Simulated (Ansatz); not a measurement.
Reaction (redistribution): `C[O][Sn]([Cl])([Cl])[Cl]` + `N#[C][GeH]([F])[F]` → `N#[C][Sn]([Cl])([Cl])[Cl]` + `C[O][GeH]([F])[F]`

Isolated molecules relaxed with PBE0-D4/def2-TZVP in Ansatz; ΔE leaves out vibrations. CCSD(T)/CBS is the MP2 limit (def2-TZVPP, def2-QZVPP) plus CCSD(T) − MP2 in def2-TZVPP, frozen cores. Elements past krypton have def2 core potentials. For Ge, Sn outer-core shells are correlated without core-valence functions, which leaves a few kJ/mol of doubt a bond. Scalar relativity is left out up to krypton. One conformer a species, not always the lowest.

`C[O][Sn]([Cl])([Cl])[Cl]`:

Cartesian coordinates in Å:
```
C 0.805 -0.539 -1.200
O -0.141 -0.937 -0.222
Sn -0.775 0.338 1.081
Cl 0.985 1.132 2.327
Cl -2.278 -0.749 2.411
Cl -1.767 2.117 0.018
H 1.005 -1.413 -1.822
H 1.748 -0.211 -0.750
H 0.419 0.261 -1.842
```

`N#[C][GeH]([F])[F]`:

Cartesian coordinates in Å:
```
N -1.292 2.141 0.132
C -0.697 1.158 0.072
Ge 0.360 -0.431 -0.004
F 0.198 -1.048 -1.591
F -0.393 -1.567 1.031
H 1.823 -0.253 0.361
```

`N#[C][Sn]([Cl])([Cl])[Cl]`:

```xyz
6

N     2.023   -0.591    1.722
C     1.170   -0.340    0.991
Sn   -0.385    0.113   -0.328
Cl   -1.614    1.829    0.539
Cl   -1.698   -1.737   -0.585
Cl    0.504    0.726   -2.339
```

`C[O][GeH]([F])[F]`:

Cartesian coordinates in Å:
```
C -1.270 0.587 0.067
O -0.598 -0.661 -0.041
Ge 1.137 -0.740 -0.077
F 1.770 0.026 1.329
F 1.722 0.242 -1.365
H -2.340 0.376 0.071
H -1.041 1.239 -0.780
H -1.009 1.102 0.996
H 1.629 -2.170 -0.200
```

```tsv
species	SCS-MP2/def2-TZVPP energy (Eh)
`C[O][Sn]([Cl])([Cl])[Cl]`	-1707.80192
`N#[C][GeH]([F])[F]`	-2368.38535
`N#[C][Sn]([Cl])([Cl])[Cl]`	-1685.52339
`C[O][GeH]([F])[F]`	-2390.67434
```

**Question.** Work out ΔE.

**Answer.** ΔE = (-1685.52339) + (-2390.67434) − (-1707.80192) − (-2368.38535) = -0.01046 Eh = -27.5 kJ/mol. CCSD(T)/CBS gives -23.7 kJ/mol.

Largest T1 diagnostic among the species: 0.013.

From PBE to PBE0 (25 % exact exchange), in def2-TZVPP and without D4, ΔE moves by −5.5 kJ/mol. Leaving LDA and LC-ωPBE aside and taking each functional with its dispersion term where it has one, the values, not all of them listed here, spread over 10.1 kJ/mol, from PBE-QIDH to BLYP-D4. LDA lies −3.2 kJ/mol from PBE without D4. In def2-TZVPP, CCSD(T) changes the Hartree–Fock value by +6.2 kJ/mol (the triples alone add +1.4 kJ/mol) and MP2 by +6.3 kJ/mol.
